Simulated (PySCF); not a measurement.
**Distorted geometries of Lu(NO2)3**

Lu(NO2)3 (singlet in the valence; each metal's 4f electrons, 14 of them, lie in its core potential, out of spins and levels). PySCF 2.14.0, RKS PBE, Lu lcecp-1-SVP with ECP60, O def2-SVP, N def2-SVP; non-relativistic Hamiltonian with scalar-relativistic core potentials where named; density fitting; no spin-orbit coupling. Relaxed geometry:

```xyz
10

Lu    0.0000    0.0000    0.0000
O     2.0363    0.1434    1.0509
O     2.0363   -0.1435   -1.0509
N     2.7492    0.0000    0.0000
O    -1.1424    1.6918    1.0509
O    -0.8939    1.8352   -1.0509
N    -1.3746    2.3809    0.0000
O    -0.8939   -1.8352    1.0509
O    -1.1424   -1.6918   -1.0509
N    -1.3746   -2.3809    0.0000
```

Task: Order these distorted geometries by energy above the relaxed one, lowest first.
A.
```xyz
10

Lu   -0.0515   -0.0540    0.3356
O     2.0441    0.0777    0.8516
O     2.1128    0.2050   -1.2228
N     2.7320    0.0043   -0.2800
O    -1.3444    1.7062    0.9068
O    -0.9036    1.8666   -1.0468
N    -1.4066    2.3562   -0.0887
O    -0.7381   -1.9438    1.3743
O    -1.1623   -1.6953   -0.8064
N    -1.2823   -2.5229   -0.0235
```
B.
```xyz
10

Lu    0.0384   -0.0288    0.0703
O     2.0498    0.0690    1.0354
O     2.0220   -0.1805   -1.0666
N     2.7528   -0.1331    0.2502
O    -1.0245    1.6317    0.9293
O    -1.0625    1.8596   -1.1691
N    -1.4176    2.4502   -0.0296
O    -1.0372   -1.7220    0.9048
O    -1.0144   -1.5933   -0.9392
N    -1.3068   -2.3527    0.0145
```
C.
```xyz
10

Lu    0.0283    0.0178    0.0604
O     1.9980    0.1617    1.0782
O     2.0998   -0.1441   -1.0737
N     2.7426    0.0219    0.0499
O    -1.1434    1.7028    0.9768
O    -0.9211    1.8613   -1.0258
N    -1.4109    2.3637    0.0013
O    -0.8772   -1.8773    1.0371
O    -1.1073   -1.7374   -1.0921
N    -1.4089   -2.3705   -0.0120
```

Result: C (0.35 eV), A (2.34 eV), B (3.95 eV).

Task: Which forces (eV/Å) act in the one that lies 3.95 eV up?

Result: 
```
Lu    0.26   1.63  -2.36
O   -10.17   3.30  14.97
O     0.64  -0.03   2.10
N    10.13  -3.25 -15.64
O    -0.98   2.01   0.75
O    -0.92   1.83   2.13
N     1.94  -3.71  -2.17
O     2.03   3.94  16.10
O    -0.45  -0.61  -7.44
N    -2.47  -5.11  -8.44
```
Forces carry noise of the integration grid, about 0.01 to 0.03 eV/Å.

An lcecp potential fixes the number of 4f electrons, so in runs with it no electron can move into or out of that shell.
